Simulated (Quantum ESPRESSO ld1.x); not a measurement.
The hafnium ion Hf2+, configuration [Kr] 4d10 4f14 5s1.75 5p6 5d2.25 (fractional occupations, a model configuration).

Calculated with ld1.x of Quantum ESPRESSO 7.5: non-relativistic Kohn-Sham, LDA (Slater exchange, Perdew-Zunger correlation), spin-polarised, spherical densities, point nucleus; open shells are filled with parallel spins first; relativity is left out, which matters for an element this heavy.

Energy parts (eV):
total: -389565.47
kinetic: 389420.64
electron-nucleus: -926895.60
Hartree: 155668.74
exchange-correlation: -7759.25

Orbitals (lengths in bohr, moments of r in powers of bohr; r(max) is where P^2 peaks):
orbital,occ.,eigenvalue (eV),<1/r>,r(max),<r>
1s up,1,-60170.5,71.41,0.014,0.02106
1s down,1,-60170.5,71.41,0.014,0.02106
2s up,1,-9838.94,16.72,0.076,0.08907
2s down,1,-9838.84,16.72,0.076,0.08907
2p up,3,-9422.09,16.76,0.059,0.07536
2p down,3,-9422.00,16.76,0.059,0.07536
3s up,1,-2233.72,6.406,0.209,0.2270
3s down,1,-2233.67,6.406,0.209,0.2270
3p up,3,-2041.33,6.358,0.198,0.2169
3p down,3,-2041.29,6.358,0.198,0.2169
3d up,5,-1681.58,6.278,0.157,0.1905
3d down,5,-1681.51,6.278,0.157,0.1905
4s up,1,-447.645,2.751,0.473,0.5085
4s down,1,-447.542,2.751,0.473,0.5085
4p up,3,-368.397,2.658,0.477,0.5170
4p down,3,-368.287,2.658,0.477,0.5169
4d up,5,-224.332,2.455,0.473,0.5379
4d down,5,-224.194,2.455,0.473,0.5377
5s up,1,-71.3866,1.058,1.10,1.240
5s down,0.75,-70.2442,1.063,1.10,1.235
5p up,3,-49.4765,0.9389,1.21,1.385
5p down,3,-48.1945,0.9440,1.20,1.379
4f up,7,-39.1802,1.968,0.447,0.6520
4f down,7,-38.8932,1.975,0.447,0.6481
5d up,2.25,-18.5233,0.6320,1.61,2.031
5d down,0,-17.0506,0.6303,1.60,2.048
6s up,0,-16.6440,0.4016,2.84,3.145
6s down,0,-15.5047,0.3909,2.88,3.222
6p up,0,-12.0957,0.3405,3.33,3.711
6p down,0,-11.2297,0.3262,3.44,3.853

The highest occupied level is 5d up at -18.523 eV. The density falls to 0.001 e/bohr^3 at r = 3.68 bohr. Summed over all electrons, <r^2> = 41.12 bohr^2, which gives a Langevin (diamagnetic) susceptibility term of -32.6 x 10^-6 cm^3/mol. Virial ratio -V/T = 2.00037. Spin moment in Bohr magnetons: 2.5.
